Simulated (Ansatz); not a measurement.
The pair A = HF (SMILES F) (first 2 atoms), B = PH3 (SMILES P); geometry from B3LYP-D3(BJ)/def2-TZVP.
(charge 0, multiplicity 1):
```csv
atom,x (Å),y (Å),z (Å)
F,-1.4437,-0.2289,-0.2438
H,-0.9465,-0.0506,0.5332
P,0.2644,0.3857,2.4269
H,-0.0530,-0.2323,3.6577
H,1.6499,0.1142,2.4895
H,0.3569,1.6953,2.9503
```

Frozen-core correlation. MP2 and its Hartree–Fock in aug-cc-pV(Q+d)Z are density fitted.

The values were computed with Ansatz (an electronic-structure program). Each number belongs to the level named beside it.

The counterpoise-corrected interaction energy is E(AB) − E(A in the pair's basis) − E(B in the pair's basis). Total energies (hartree):

| level | AB | A in the pair's basis | B in the pair's basis |
|---|---|---|---|
| HF/aug-cc-pV(T+d)Z | -442.5560084 | -100.0596106 | -342.4908377 |
| MP2/aug-cc-pV(T+d)Z | -443.0129344 | -100.3408972 | -342.6639636 |
| HF/aug-cc-pV(Q+d)Z | -442.5667440 | -100.0669829 | -342.4942088 |
| MP2/aug-cc-pV(Q+d)Z | -443.0552883 | -100.3694019 | -342.6774918 |
| CCSD(T)/aug-cc-pV(T+d)Z | -443.0564413 | -100.3495787 | -342.6990834 |

**Question.** Work out the counterpoise-corrected interaction energy at the basis-set limit: extrapolate the MP2 correlation part as X⁻³, take Hartree–Fock from the larger set, and add the CCSD(T) − MP2 difference of aug-cc-pV(T+d)Z.

**Answer.** 
1. Differences (1 hartree = 627.509 kcal/mol): HF/aug-cc-pV(T+d)Z -3.489; MP2/aug-cc-pV(T+d)Z -5.066; HF/aug-cc-pV(Q+d)Z -3.484; MP2/aug-cc-pV(Q+d)Z -5.268; CCSD(T)/aug-cc-pV(T+d)Z -4.881.
2. Correlation parts, MP2 less HF: -1.577 in aug-cc-pV(T+d)Z (X = 3), -1.783 in aug-cc-pV(Q+d)Z (X = 4).
3. Limit (4³·(-1.783) − 3³·(-1.577))/(4³ − 3³) = -1.934; with HF/aug-cc-pV(Q+d)Z it gives -5.418.
4. CCSD(T) less MP2 in aug-cc-pV(T+d)Z: 0.185.
Result: -5.23 kcal/mol, against -5.07 at MP2/aug-cc-pV(T+d)Z. It is an estimate of this method's limit, not of the exact value.
